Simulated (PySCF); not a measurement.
Simulated C 1s region for `Cl[C@H]1C=C[SiH2]1`, binding energy against the vacuum level.

Every computed line was given a Gaussian of 0.4 eV full width at half maximum and an area set by the number of equivalent atoms; the highest printed point is 100. The calculation used delta-SCF UKS SCAN, pcX-2 on the ionised atom, pcseg-1 elsewhere, spin-free X2C in PySCF 2.14.0.

```tsv
binding energy (eV)	intensity
289.6	0
289.7	2
289.8	8
289.9	26
290.0	58
290.1	90
290.2	99
290.3	78
290.4	44
290.5	22
290.6	23
290.7	46
290.8	80
290.9	100
291.0	89
291.1	58
291.2	35
291.3	38
291.4	65
291.5	94
291.6	98
291.7	73
291.8	38
291.9	14
292.0	4
292.1	1
```

Task: Count the maxima, the lines and the sites behind this envelope.

Result: The curve has 3 maxima (at 290.2, 290.9 and 291.6 eV). Under it lie 3 lines from 3 inequivalent carbon sites.

Task: Decompose the envelope and assign each component. Numbering: `[Cl:1][C@H:2]1[CH:3]=[CH:4][SiH2:5]1`.

Result: 
```json
{"position (eV)": "290.18", "relative area": "1", "line": "C 1s", "atoms": "C4", "environment": "alkene CH carbon"}
{"position (eV)": "290.91", "relative area": "1", "line": "C 1s", "atoms": "C3", "environment": "alkene CH carbon"}
{"position (eV)": "291.56", "relative area": "1", "line": "C 1s", "atoms": "C2", "environment": "sp3 C–Cl carbon"}
```

The listed C 1s values span 1.38 eV, from C4 (bonded to C (double bond), H and Si) to C2 (bonded to Cl, C, H and Si).

Shake-up satellites, vibrational structure and lifetime widths aren't simulated. Isolated species at its GFN2-xTB geometry, gas phase.

Time: 63 s wall; peak memory 0.48 GiB. Hardware: Intel Xeon Platinum 8259CL at 2.50 GHz, one thread, shared host with 96 logical CPUs at a one-minute load of 18.
